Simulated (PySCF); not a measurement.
From computed data to an observable: dipole moment from atomic charges

trans-1,3,3,3-tetrafluoropropene (C3H2F4), SMILES F/C=C/C(F)(F)F. Atoms are numbered in the order given.

```xyz
9

F      0.1612    -2.8433     0.0000
C     -0.2844    -1.5938     0.0000
C      0.5423    -0.5540     0.0000
C      0.0330     0.8517     0.0000
F      0.4634     1.5245    -1.0784
F      0.4634     1.5245     1.0784
F     -1.3096     0.9039     0.0000
H     -1.3765    -1.5230     0.0000
H      1.6267    -0.6874     0.0000
```

Geometry: ωB97X-D3(BJ)/def2-SVP.

Charges (e) from PBE/def2-TZVP (PySCF):

```
atom  Mulliken  ESP fit
----  --------  -------
F1      -0.135   -0.121
C2       0.082    0.137
C3      -0.220   -0.400
C4       0.394    0.448
F5      -0.127   -0.147
F6      -0.127   -0.147
F7      -0.140   -0.153
H8       0.131    0.144
H9       0.142    0.239
```

The dipole moment of the full density is 1.14 D.

Q: What dipole moment does each set of point charges give, and which comes closer to that of the density?

A: 
μ = Σ q r, and 1 e Å = 4.8032 D.
Mulliken: Σ q r = (-0.035, -0.100, 0.000) e Å, |μ| = 0.51 D.
ESP fit: Σ q r = (-0.006, -0.241, 0.000) e Å, |μ| = 1.16 D.
ESP fit comes closer in size. Point charges leave out the atoms' own dipoles (lone pairs, polarised bonds); fits to the potential absorb them, partitions of the density don't.
